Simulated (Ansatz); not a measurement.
`[SiH3][N]([SiH3])[Sn][Cl]` + HBr → `[Cl][Sn][Br]` + `[SiH3]N[SiH3]` at 400 K and 1 bar (ligand exchange at the Sn–N bond).

Isolated molecules relaxed with PBE0-D4/def2-TZVP in Ansatz; ΔE leaves out vibrations. CCSD(T)/CBS adds triple-zeta CCSD(T) − MP2 to the extrapolated MP2 energy (def2 sets, frozen cores). This one scheme is used for every species. def2 core potentials past Kr. For Br, Sn outer-core shells are correlated without core-valence functions, which leaves a few kJ/mol of doubt a bond. Scalar relativity is left out up to krypton. Each species was taken in one conformer, which may not be the lowest.

```tsv
species	CCSD(T)/CBS energy (Eh)	H − E (kJ/mol)	S (J/(mol·K))
`[SiH3][N]([SiH3])[Sn][Cl]`	-1310.39360	192.0	450.7
HBr	-2573.91920	27.6	207.2
`[Cl][Sn][Br]`	-3247.23683	24.0	339.6
`[SiH3]N[SiH3]`	-637.10515	203.4	366.7
```

H − E and S are ideal-gas, rigid-rotor, harmonic terms from PBE0-D4/def2-TZVP, for one conformer and one mirror image of each species. 1 Eh = 2625.50 kJ/mol, R = 8.31446 J/(mol·K).

Q: By hand: ΔE, ΔH, ΔS and ΔG.

A: ΔE = (-3247.23683) + (-637.10515) − (-1310.39360) − (-2573.91920) = -0.02918 Eh = -76.6 kJ/mol. Δ(H − E) = 24.0 + 203.4 − 192.0 − 27.6 = 7.8, so ΔH = -68.8 kJ/mol. ΔS = 339.6 + 366.7 − 450.7 − 207.2 = 48.4 J/(mol·K). ΔG = -68.8 − 400 × (48.4)/1000 = -88.2 kJ/mol.

Q: By hand: the equilibrium constant, and the temperature at which ΔG would vanish if ΔH and ΔS stayed fixed.

A: log₁₀ K = −ΔG/(RT ln 10) = 11.5. ΔH and −TΔS have one sign here, so there is no such temperature.

ΔH outweighs TΔS. A doubt of 5 kJ/mol in ΔE shifts log₁₀ K by 0.7 here. Other conformers and mirror images would add mixing entropy, several J/(mol·K) or more a flexible species. Modes under 60 cm⁻¹, often nearly free rotors, make the harmonic entropy too high. These are equilibria of isolated gas molecules and say nothing of rates. Largest T1 diagnostic: 0.015 (customary marks: 0.02 for closed shells, 0.045 for open ones).
